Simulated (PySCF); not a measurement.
# Rotational lines of NaSe⁻

Lines J+1 ← J of the vibrational ground state, computed from RHF-CCSD(T) constants of NaSe⁻, ¹Σ⁺ (singlet), closed shell (basis Na aug-pcseg-1, Se aug-pcseg-1; no relativity; PySCF 2.14; masses 22.9898 and 79.9165 u), in MHz:

| J | ν (MHz) |
| --- | --- |
| 0 | 8288.3 |
| 1 | 16576.6 |
| 2 | 24864.6 |
| 3 | 33152.2 |
| 4 | 41439.4 |

(1) Find B0 and the effective bond length r0; with αe = 0.00105 cm⁻¹, find Re.

Correlated steps freeze 10 core orbitals. Correlated levels converge slowly with the basis: in double zeta they bind strong bonds too weakly, by up to about 1 eV, and carry superposition errors of some tenths. For an ion De counts to the pair picked by the measured ionisation energies or electron affinities, which need not be the lowest pair at this level. Where the molecule has an RHF reference, its open-shell atoms are computed with UHF. The CCSD T1 diagnostic is raised, a sign that a single reference may not be enough here.

Answers

(1) ν = 2B0(J+1) − 4D(J+1)³ gives B0 = 0.13823 cm⁻¹. With the reduced mass μred = 17.854 u, r0 = √(16.8576/(μred·B0)) (u, cm⁻¹, Å) = 2.6136 Å. Be = B0 + αe/2 = 0.13875 cm⁻¹ gives Re = 2.609 Å.
